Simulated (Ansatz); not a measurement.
KNa3⁺. Total charge 1; doublet. Geometry r2SCAN/def2-TZVP, that of the neutral singlet; atoms count from 1.

```xyz
4

Na   -0.219    0.962   -1.234
Na    0.245   -1.157    1.046
Na    0.354   -2.417   -2.331
K    -0.380    2.612    2.519
```

The structure comes from a short search, and lower isomers may exist.

(1) Estimate the Mulliken populations from the PBE0/def2-TZVP orbitals of Ansatz.

(2) Where does the spin sit?

(3) And the Mayer bond orders between bonded heavy atoms (over 0.3)?

Results:

(1) 
```
atom  charge (e)  spin (α − β)
 Na1        0.27         -0.03
 Na2        0.27         -0.03
 Na3        0.15          0.54
  K4        0.32          0.51
```
Mulliken values and Mayer orders depend strongly on the basis.

(2) Summed by element: Na 0.49, K 0.51, of 1 unpaired in all. Largest on single atoms: Na3 0.54, K4 0.51, Na1 -0.03.

(3) Na1–Na2 0.44 (3.15 Å).
